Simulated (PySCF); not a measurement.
## Vibration and rotation of CaSn⁻

ROHF-CCSD(T) constants of CaSn⁻, ⁴Σ⁻ (quartet), unpaired electrons σ ↑, π ↑↑ (Ca def2-SVPD, Sn def2-SVPD with ECP28; scalar-relativistic core potentials (PySCF 2.14); masses 39.9626 and 119.9022 u):

* ωe: 125.8 cm⁻¹
* ωexe: 0.546 cm⁻¹
* Be: 0.051098 cm⁻¹
* αe: 0.000308 cm⁻¹
* D (centrifugal): 3.37e-08 cm⁻¹
* De to Ca + Sn⁻: 1.15 eV

Task: Give the vibrational terms G(v) and spacings up to v = 3.

Result: G(v) = ωe(v+½) − ωexe(v+½)².

```json
{"v": "0", "G(v) (cm⁻¹)": "63", "G(v) − G(v−1)": "", "Bv (cm⁻¹)": "0.05094"}
{"v": "1", "G(v) (cm⁻¹)": "187", "G(v) − G(v−1)": "125", "Bv (cm⁻¹)": "0.05064"}
{"v": "2", "G(v) (cm⁻¹)": "311", "G(v) − G(v−1)": "124", "Bv (cm⁻¹)": "0.05033"}
{"v": "3", "G(v) (cm⁻¹)": "434", "G(v) − G(v−1)": "123", "Bv (cm⁻¹)": "0.05002"}
```

Task: How well does the Morse estimate ωe²/(4ωexe) reproduce De, and what is D0?

Result: It gives 0.90 eV, 78 % of the computed De. D0 = De − G(0) = 1.15 − 0.01 = 1.14 eV.

Correlated steps freeze 9 core orbitals. Correlated levels converge slowly with the basis: in double zeta they bind strong bonds too weakly, by up to about 1 eV, and carry superposition errors of some tenths. Spin–orbit coupling is left out, which matters for elements this heavy, above all for dissociation energies. For an ion De counts to the pair picked by the measured ionisation energies or electron affinities, which need not be the lowest pair at this level. The state is the lowest determinant that a PBE0 search found; another state may lie lower at other levels.
